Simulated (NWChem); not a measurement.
System: bromine (Br2); SMILES BrBr

NWChem input:

```
start job
memory heap 200 mb stack 900 mb global 1100 mb
geometry units angstroms noautoz
  Br     0.000000     0.000000     1.149184
  Br     0.000000     0.000000    -1.149184
end
basis spherical
  * library def2-tzvpd
end
dft
  xc slater vwn_5
  iterations 150
  mulliken
end
task dft energy
```

Parts of the log:

```
             Northwest Computational Chemistry Package (NWChem) 7.3.0
             --------------------------------------------------------

 ORDER OF PRIMARY AXIS IS BEING SET TO 4
 D4H symmetry detected

                             Geometry "geometry" -> ""
                             -------------------------

 Output coordinates in angstroms (scale by  1.889725989 to convert to a.u.)

  No.       Tag          Charge          X              Y              Z
 ---- ---------------- ---------- -------------- -------------- --------------
    1 Br                  35.0000     0.00000000     0.00000000     1.14918400
    2 Br                  35.0000     0.00000000     0.00000000    -1.14918400

 Effective nuclear repulsion energy (a.u.)     282.0445333492

      Symmetry information
      --------------------

 Group name             D4h
 Group number             28
 Group order              16
 No. of unique centers     1

                                 NWChem DFT Module
                                 -----------------

 Summary of "ao basis" -> "ao basis" (spherical)
 ------------------------------------------------------------------------------
       Tag                 Description            Shells   Functions and Types
 ---------------- ------------------------------  ------  ---------------------
 Br                        def2-tzvpd               19       57   7s6p5d1f

      Symmetry analysis of basis
      --------------------------

        a1g        19
        a1u         0
        a2g         0
        a2u        19
        b1g         6
        b1u         6
        b2g         6
        b2u         6
        eg         26
        eu         26

            General Information
            -------------------
          SCF calculation type: DFT
          Wavefunction type:  closed shell.
          No. of atoms     :     2
          No. of electrons :    70
           Alpha electrons :    35
            Beta electrons :    35
          Charge           :     0
          Spin multiplicity:     1
          Use of symmetry is: on ; symmetry adaption is: on
          Maximum number of iterations: 150
          AO basis - number of functions:   114
                     number of shells:    38
          Convergence on energy requested:  1.00D-06
          Convergence on density requested:  1.00D-05
          Convergence on gradient requested:  5.00D-04

              XC Information
              --------------
                        Slater Exchange Functional  1.000 local
                      VWN V Correlation Functional  1.000 local

             Grid Information
             ----------------
          Grid used for XC integration:  medium
          Radial quadrature: Mura-Knowles
          Angular quadrature: Lebedev.
          Tag              B.-S. Rad. Rad. Pts. Rad. Cut. Ang. Pts.
          ---              ---------- --------- --------- ---------
          Br                  1.15      112          13.0       590
          Grid pruning is: on
          Number of quadrature shells:   112
          Spatial weights used:  Erf1

      Superposition of Atomic Density Guess
      -------------------------------------

 Sum of atomic energies:       -5144.79865387

      Non-variational initial energy
      ------------------------------

 Total energy =   -5144.893466
 1-e energy   =   -7727.649781
 2-e energy   =    2300.711782
 HOMO         =      -0.327261
 LUMO         =      -0.133907

      Symmetry analysis of molecular orbitals - initial
      -------------------------------------------------

 !! scf_movecs_sym_adapt:   24 vectors were symmetry contaminated

  Symmetry fudging

 !! scf_movecs_sym_adapt:   22 vectors were symmetry contaminated

  Numbering of irreducible representations:

     1 a1g         2 a1u         3 a2g         4 a2u         5 b1g
     6 b1u         7 b2g         8 b2u         9 eg         10 eu

  Orbital symmetries:

     1 a2u         2 a1g         3 a2u         4 a1g         5 a2u
     6 a1g         7 eg          8 eg          9 eu         10 eu
    11 a1g        12 a2u        13 a1g        14 a2u        15 eu
    16 eu         17 eg         18 eg         19 a1g        20 eu
    21 eu         22 eg         23 eg         24 a2u        25 b1g
    26 b2g        27 b2u        28 b1u        29 a1g        30 a2u
    31 a1g        32 eu         33 eu         34 eg         35 eg
    36 a2u        37 a2u        38 eu         39 eu         40 a1g
    41 eg         42 eg         43 a1g        44 b1g        45 b2g

     ---------------------------------------------
      Total Density - Mulliken Population Analysis
     ---------------------------------------------

    Atom       Charge   Shell Charges
 -----------   ------   -------------------------------------------------------
    1 Br  35    35.00   2.00  2.00  1.16  0.78  1.01  1.00  0.03  6.00  5.94  1.19  2.70  1.15  0.01  8.99  1.02 -0.01  0.05 -0.01  0.00
    2 Br  35    35.00   2.00  2.00  1.16  0.78  1.01  1.00  0.03  6.00  5.94  1.19  2.70  1.15  0.01  8.99  1.02 -0.01  0.05 -0.01  0.00

   convergence    iter        energy       DeltaE   RMS-Dens  Diis-err
 ---------------- ----- ----------------- --------- --------- ---------
 d= 0,ls=0.0,diis     1  -5141.1638635832 -5.42D+03  5.94D-03  2.48D+00
 d= 0,ls=0.0,diis     2  -5141.1899960173 -2.61D-02  4.35D-03  2.71D-01
 d= 0,ls=0.0,diis     3  -5141.1950598243 -5.06D-03  2.20D-03  1.49D-01
 d= 0,ls=0.0,diis     4  -5141.2150328314 -2.00D-02  3.44D-04  8.88D-03
 d= 0,ls=0.0,diis     5  -5141.2157644389 -7.32D-04  5.42D-05  5.88D-05
  Resetting Diis
 d= 0,ls=0.0,diis     6  -5141.2157685431 -4.10D-06  1.25D-05  2.20D-06
 d= 0,ls=0.0,diis     7  -5141.2157687973 -2.54D-07  1.43D-06  1.51D-08

         Total DFT energy =    -5141.215768797294
      One electron energy =    -7724.529446602304
           Coulomb energy =     2476.696109854125
    Exchange-Corr. energy =     -175.426965398270
 Nuclear repulsion energy =      282.044533349155

 Numeric. integr. density =       70.000000369968

                  Occupations of the irreducible representations
                  ----------------------------------------------

                     irrep           alpha         beta
                     --------     --------     --------
                     a1g               8.0          8.0
                     a1u               0.0          0.0
                     a2g               0.0          0.0
                     a2u               7.0          7.0
                     b1g               1.0          1.0
                     b1u               1.0          1.0
                     b2g               1.0          1.0
                     b2u               1.0          1.0
                     eg                8.0          8.0
                     eu                8.0          8.0

                       DFT Final Molecular Orbital Analysis
                       ------------------------------------

 Vector   33  Occ=2.000000D+00  E=-3.337282D-01  Symmetry=eu
              MO Center=  7.9D-17,  2.7D-15,  3.8D-14, r^2= 2.5D+00
   Bfn.  Coefficient  Atom+Function         Bfn.  Coefficient  Atom+Function
  ----- ------------  ---------------      ----- ------------  ---------------
    18      0.353419  1 Br py                75      0.353419  2 Br py
    12     -0.250175  1 Br py                69     -0.250175  2 Br py
    15      0.228254  1 Br py                72      0.228254  2 Br py
    21      0.186098  1 Br py                78      0.186098  2 Br py
     9      0.076522  1 Br py                66      0.076522  2 Br py

 Vector   34  Occ=2.000000D+00  E=-2.581480D-01  Symmetry=eg
              MO Center=  2.0D-15, -5.8D-15, -4.6D-14, r^2= 3.0D+00
   Bfn.  Coefficient  Atom+Function         Bfn.  Coefficient  Atom+Function
  ----- ------------  ---------------      ----- ------------  ---------------
    18      0.371482  1 Br py                75     -0.371482  2 Br py
    12     -0.264132  1 Br py                69      0.264132  2 Br py
    15      0.250570  1 Br py                72     -0.250570  2 Br py
    21      0.243248  1 Br py                78     -0.243248  2 Br py
    17     -0.101560  1 Br px                74      0.101560  2 Br px

 Vector   35  Occ=2.000000D+00  E=-2.581480D-01  Symmetry=eg
              MO Center=  1.3D-16, -2.8D-16,  8.2D-17, r^2= 3.0D+00
   Bfn.  Coefficient  Atom+Function         Bfn.  Coefficient  Atom+Function
  ----- ------------  ---------------      ----- ------------  ---------------
    17      0.371482  1 Br px                74     -0.371482  2 Br px
    11     -0.264132  1 Br px                68      0.264132  2 Br px
    14      0.250570  1 Br px                71     -0.250570  2 Br px
    20      0.243248  1 Br px                77     -0.243248  2 Br px
    18      0.101560  1 Br py                75     -0.101560  2 Br py

 Vector   36  Occ=0.000000D+00  E=-1.774303D-01  Symmetry=a2u
              MO Center= -9.0D-16,  2.0D-15, -3.6D-15, r^2= 3.6D+00
   Bfn.  Coefficient  Atom+Function         Bfn.  Coefficient  Atom+Function
  ----- ------------  ---------------      ----- ------------  ---------------
    19      0.405934  1 Br pz                76      0.405934  2 Br pz
    22      0.336065  1 Br pz                79      0.336065  2 Br pz
    13     -0.279089  1 Br pz                70     -0.279089  2 Br pz
    16      0.275547  1 Br pz                73      0.275547  2 Br pz
     5     -0.187726  1 Br s                 62      0.187726  2 Br s

[...]
```

Level: LDA (Slater exchange, VWN5)/def2-TZVPD. Coordinates come from a PBE0/def2-SVP optimisation.
